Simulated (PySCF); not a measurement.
C3H9NSi, SMILES N1[C@@H]([SiH3])CC1. Coordinates come from a PBE0-D3(BJ)/def2-SVP optimisation. The structure was generated by enumeration; whether it is a known compound was not checked.

Task: Give the equilibrium geometry at PBE0-D3(BJ)/def2-SVP (PySCF confirms it by a frequency run) as a Z-matrix. (An estimate is asked for; the answer gives what the named calculation found.)

Result: 
```
C
H 1 1.1103
N 1 1.4763 2 113.75
H 3 1.0171 1 116.40 2 -28.44
C 3 1.4638 4 117.00 1 -106.27
H 5 1.1032 3 115.14 4 -100.55
H 5 1.1084 6 108.22 3 -129.30
C 5 1.5370 6 117.67 7 -127.70
H 8 1.0981 5 117.74 6 105.71
H 8 1.1001 9 109.12 5 129.77
Si 1 1.8933 2 110.99 3 -128.54
H 11 1.4940 1 109.43 2 -171.45
H 11 1.4961 12 109.15 1 120.16
H 11 1.4989 12 108.85 13 118.01
```
